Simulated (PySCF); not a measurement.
How methods differ on the excitation energy of As

As [Ar] 3d10 4s2 4p3 (4S) → As [Ar] 3d10 4s1 4p4 (4P), as a difference of total energies. All numbers are calculated (PySCF 2.14, scalar relativity by spin-free X2C-1e, in aug-cc-pVQZ-DK (8s7p5d3f2g, 93 functions)). Correlated levels: valence: [Ar] 3d10 frozen. The calculations carry no spin-orbit coupling.

```
           method  excitation energy (eV)
              UHF                   8.572
    MP2 (valence)                   8.672
SCS-MP2 (valence)                   8.691
   CCSD (valence)                   8.161
CCSD(T) (valence)                   7.899
```

Task: How much does correlation contribute at CCSD(T) (valence)?

Result: 7.899 − (8.572) = -0.673 eV, measured against UHF.

A first-order spin-orbit estimate (lowest level to lowest level, LS coupling) adds -0.092 eV.

The coupled-cluster amplitudes are large for the upper state (T1 above 0.03 or a double amplitude above 0.15), so a single reference is strained.
